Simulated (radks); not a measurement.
The holmium ion Ho38+, 29 electrons, occupied as [Ar] 3d10 4s1 (the NIST ground configuration). Calculated with a radial shooting solver on a logarithmic mesh with Libxc functionals: scalar-relativistic Kohn-Sham, LB94 model potential, spin-polarised, spherical densities, finite nucleus; open shells are filled with parallel spins first (spin-orbit coupling, left out, can overturn this in heavy ions); Fermi nuclear charge, rms radius 5.2022 fm.

Unscreened Slater integrals over Kohn-Sham orbitals (eV). They are taken over the spin-up orbitals.

integral,value
"F0(4s,4s)",54.145
"F0(4s,3d)",67.947
"G2(4s,3d)",6.5475
"F0(4s,3p)",66.731
"G1(4s,3p)",6.8765
"F0(4s,3s)",66.575
"G0(4s,3s)",5.2167
"F0(3d,3d)",122.09
"F2(3d,3d)",62.267
"F4(3d,3d)",40.070
"F0(3d,3p)",114.04
"F2(3d,3p)",54.952
"G1(3d,3p)",60.240
"G3(3d,3p)",39.733
"F0(3d,3s)",113.32
"G2(3d,3s)",46.291
"F0(3p,3p)",109.27
"F2(3p,3p)",54.947
"F0(3p,3s)",108.55
"G1(3p,3s)",71.022
"F0(3s,3s)",108.07
